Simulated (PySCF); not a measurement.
# Removing the step error of a finite difference

System: C2H7AlCl2OSi (SMILES [CH3][Al]([CH3])[O][SiH](Cl)Cl), singlet, at the geometry of the source list, atoms displaced at random by about 0.08 Å a coordinate. Level: PBE/STO-3G, gradient in PySCF. Sums are taken with unrounded values, so a last digit can differ.

Central differences of the energy along z of atom 9 gave a gradient component of 0.041734 Eh/bohr at step 0.05 and 0.045388 Eh/bohr at step 0.2 (atomic units).

Extrapolate to zero step.

The leading error of a symmetric difference goes as h², so A(h) = A0 + c h². Then c = (0.045388 - (0.041734))/(0.2² - 0.05²) = 0.0974 (atomic units) and A0 = 0.041734 - c × 0.05² = 0.041491 Eh/bohr. The analytic value from the same program and level (with grid response) is 0.041489 Eh/bohr: the smaller step missed it by 0.000245, the extrapolation by 0.000001.
